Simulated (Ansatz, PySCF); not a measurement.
Energy difference 2 R1 → P1, each structure at its B3LYP-D3(BJ)/def2-SVP stationary point, reached from a drawn start (curvature not checked).
R1: Cl3Ga (SMILES [Cl][Ga]([Cl])[Cl]), charge 0, multiplicity 1.
P1: Cl6Ga2 (SMILES [Cl][Ga-]1([Cl])[Cl+][Ga-]([Cl])([Cl])[Cl+]1), charge 0, multiplicity 1.

P less R. No zero-point or thermal terms; no spin–orbit coupling.

The values were computed with Ansatz (a first-principles code); PySCF for the D3/D4 terms. All values are computed, each at the level named.

### Question
Give the reaction energy at the level PBE-D4/def2-TZVPP.

### Answer
-25.4 kcal/mol

### Question
What reaction energy does BLYP-D4/def2-TZVPP give?

### Answer
-23.8 kcal/mol

### Question
Predict the reaction energy from SVWN5/def2-TZVPP.

### Answer
-30.5 kcal/mol
